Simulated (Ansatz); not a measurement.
## Relative stability

The two ends of one reaction step of AlSiN2H9, closed shell (PBE0-D4/def2-TZVP).

A:

```
13
angstrom
Al -0.0780 0.7502 -0.0359
H 1.2757 -1.8129 1.5483
N 0.7669 2.0636 -0.8697
N -0.2187 0.7780 1.7302
H 1.4566 -2.4950 1.3010
Si -1.0173 -1.1316 -1.2821
H 0.8918 2.1044 -1.8678
H 1.1888 2.8692 -0.4371
H -0.7200 0.0816 2.2572
H 0.1385 1.4877 2.3490
H -1.9088 -0.6933 -2.3954
H 0.0490 -1.9760 -1.8960
H -1.8243 -2.0259 -0.4018
```

B:

Al1  (1.069, 0.459, 0.817)
H2  (2.151, -0.564, 1.343)
N3  (1.498, 1.678, -0.394)
N4  (-0.561, 0.474, 1.526)
H5  (0.377, -1.314, -0.739)
Si6  (-1.079, -1.429, -1.048)
H7  (2.404, 1.740, -0.827)
H8  (0.886, 2.381, -0.772)
H9  (-0.842, -0.121, 2.288)
H10  (-1.281, 1.153, 1.337)
H11  (-1.642, -0.090, -1.339)
H12  (-1.197, -2.278, -2.266)
H13  (-1.784, -2.088, 0.075)
(Å)

Program: Ansatz 0.2.0. Basis: def2-TZVPP. Cores are frozen in the correlated methods. B3LYP uses VWN-RPA correlation.

Which structure is lower at CCSD(T), and by how much? (Judge from chemistry; the value comes from the calculation.)

By the calculation: B, by 4.68 kcal/mol (electronic energy, against the other). By their contacts, A is a complex of AlSiN₂H₇ ([NH2][Al]([NH2])[SiH3]) + H₂ and B is a complex of AlN₂H₅ ([NH2][AlH][NH2]) + SiH₄.

All methods give the same order:

```json
{"method": "SPW92", "E(B) − E(A) (kcal/mol)": "-4.43"}
{"method": "PBE-D4", "E(B) − E(A) (kcal/mol)": "-1.88"}
{"method": "BLYP-D4", "E(B) − E(A) (kcal/mol)": "-4.18"}
{"method": "r2SCAN-D4", "E(B) − E(A) (kcal/mol)": "-3.89"}
{"method": "B97M-V", "E(B) − E(A) (kcal/mol)": "-7.19"}
{"method": "PBE0-D4", "E(B) − E(A) (kcal/mol)": "-3.29"}
{"method": "B3LYP-D4", "E(B) − E(A) (kcal/mol)": "-5.19"}
{"method": "r2SCAN0-D4", "E(B) − E(A) (kcal/mol)": "-4.82"}
{"method": "BHLYP-D4", "E(B) − E(A) (kcal/mol)": "-6.99"}
{"method": "CAM-B3LYP-D4", "E(B) − E(A) (kcal/mol)": "-6.46"}
{"method": "wB97X-V", "E(B) − E(A) (kcal/mol)": "-5.38"}
{"method": "wB97M-V", "E(B) − E(A) (kcal/mol)": "-6.87"}
{"method": "B2PLYP", "E(B) − E(A) (kcal/mol)": "-4.93"}
{"method": "PBE-QIDH", "E(B) − E(A) (kcal/mol)": "-4.48"}
{"method": "RPA on PBE", "E(B) − E(A) (kcal/mol)": "-4.81"}
{"method": "HF", "E(B) − E(A) (kcal/mol)": "-8.46"}
{"method": "MP2", "E(B) − E(A) (kcal/mol)": "-5.07"}
{"method": "CCSD", "E(B) − E(A) (kcal/mol)": "-5.39"}
{"method": "CCSD(T)", "E(B) − E(A) (kcal/mol)": "-4.68"}
```

T1 diagnostic: at most 0.012.

Labels in which every atom is bracketed show which atoms are joined, not bond orders.

For scale, one of the runs: CCSD(T)/def2-TZVPP, 272 basis functions, launched by `ansatz run in.yaml --threads 4 --pin off --events-out ev --progress --plain --max-ram 9574MiB`. Hardware: 4 CPU threads of an AMD EPYC, shared host. Wall time 4.9 min; peak host memory 6.8 GiB.
